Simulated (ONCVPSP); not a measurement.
## Al: variants of one ONCV potential

Base potential:

ONCVPSP 4.0.1 input, shortened (lines: element, Z, core and valence counts, functional; n l f; lmax; l rc ep ncon nbas qcut; lloc lpopt rc5 dvloc0; l nproj debl; icmod fcfact rcfact), Wu-Cohen, scalar-relativistic:

```
  Al 13.00    1    3  -118130      upf
    1    0    2.00
    2    0    2.00
    2    1    6.00
    3    0    2.00
    1
    0    1.20    0.00    4    9   12.80
    1    0.95    0.00    3    7   11.50
    4    5    0.70    0.00
    0    2    3.70
    1    2    2.60
    0    0.00    0.00
```

In the p channel the program set the typed energies aside and used -2.867, 0.250 Ha.

Cutoffs, loose and tight: the cutoffs (Ha) at which the residual kinetic energy of the hardest occupied pseudo-wave falls to 1 and 0.1 mHa per electron. They do not see the model core or the augmentation charge, which bear on the density cutoff. Test errors are all-electron minus pseudo excitation energies from the reference, over the configurations 2s2 2p6 3s2 3p1; 2s2 2p6 3s1; 2s2 2p6 3s0; 2s2 2p6 3s2 3p0.5. A dash means not determined; rows that change the core or the reference have their own tests.

```tsv
change	outcome	cutoff, loose	cutoff, tight	bound ghosts	GHOST(+) flags above zero	largest test error (meV)
base	generated, projector energies reset by the program	63 Ha	181 Ha	none	none	-5.8
all radii scaled by about 0.77 (s 0.92, p 0.74 bohr); local potential polynomial inside 0.54 bohr (lpopt 5, dvloc0 0 Ha)	generated, projector energies reset by the program	–	–	none	none	-3.1
all radii scaled by about 0.85 (s 1.02, p 0.80 bohr); local potential polynomial inside 0.60 bohr (lpopt 5, dvloc0 0 Ha)	generated, projector energies reset by the program	227 Ha	386 Ha	none	none	-4.0
all radii scaled by about 0.97 (s 1.16, p 0.92 bohr); local potential polynomial inside 0.68 bohr (lpopt 5, dvloc0 0 Ha)	generated, projector energies reset by the program	65 Ha	203 Ha	none	none	-5.4
all radii scaled by about 1.15 (s 1.38, p 1.10 bohr); local potential polynomial inside 0.80 bohr (lpopt 5, dvloc0 0 Ha)	generated, projector energies reset by the program	55 Ha	62 Ha	none	none	-7.4
all radii scaled by about 1.20 (s 1.44, p 1.14 bohr); local potential polynomial inside 0.84 bohr (lpopt 5, dvloc0 0 Ha)	generated, projector energies reset by the program	54 Ha	60 Ha	none	none	-6.8
all radii scaled by about 1.25 (s 1.50, p 1.18 bohr); local potential polynomial inside 0.88 bohr (lpopt 5, dvloc0 0 Ha)	generated, projector energies reset by the program	53 Ha	59 Ha	none	none	-8.3
```

Question: What comes out with this change to the base: all radii scaled by about 1.31 (s 1.58, p 1.24 bohr); local potential polynomial inside 0.92 bohr (lpopt 5, dvloc0 0 Ha)?

Answer: outcome: generated, projector energies reset by the program; cutoff, loose: 51 Ha; cutoff, tight: 57 Ha; bound ghosts: none; GHOST(+) flags above zero: none; largest test error (meV): -10.

Question: What comes out with this change to the base: all radii scaled by about 1.08 (s 1.30, p 1.02 bohr); local potential polynomial inside 0.76 bohr (lpopt 5, dvloc0 0 Ha)?

Answer: outcome: generated, projector energies reset by the program; cutoff, loose: 59 Ha; cutoff, tight: 74 Ha; bound ghosts: none; GHOST(+) flags above zero: none; largest test error (meV): -6.7.

Question: What comes out with this change to the base: all radii scaled by about 0.91 (s 1.10, p 0.86 bohr); local potential polynomial inside 0.64 bohr (lpopt 5, dvloc0 0 Ha)?

Answer: outcome: generated, projector energies reset by the program; cutoff, loose: 100 Ha; cutoff, tight: 300 Ha; bound ghosts: none; GHOST(+) flags above zero: none; largest test error (meV): -4.8.

Reading the sweep of the scale of all radii (base = 1) (base included, trends over the rows without a ghost): The loose cutoff falls from 227 Ha at 0.85 to 51 Ha at 1.31. A larger radius leaves more room for a smooth pseudo-wave, so fewer plane waves are needed; a smaller one forces it to follow the all-electron wave where it bends sharply. The median size of the test errors (rows with all tests solved) stays near 0.9 meV.
